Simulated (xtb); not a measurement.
Job for xtb: GFN-FF on C2H6Si (a complex), monomers drawn apart or pushed together.

```
$ xtb mol.xyz --gfnff --sp --chrg 0 --uhf 0
9

Si    -0.29028373    -0.03819168     0.13972223
H     -0.54334832    -0.04653378    -1.32105871
H      1.09635556     0.41419037     0.38738138
H     -0.47525927    -1.40575667     0.67126502
H     -1.24275235     0.88783668     0.79035692
C      1.48202710     0.13156655     6.54300537
C      0.30306450     0.09785118     6.74582112
H      2.52819895     0.16187770     6.35945189
H     -0.74419474     0.06825975     6.92328228
```

Problem. Predict the final total energy.

Solution. -1.3081 hartree.
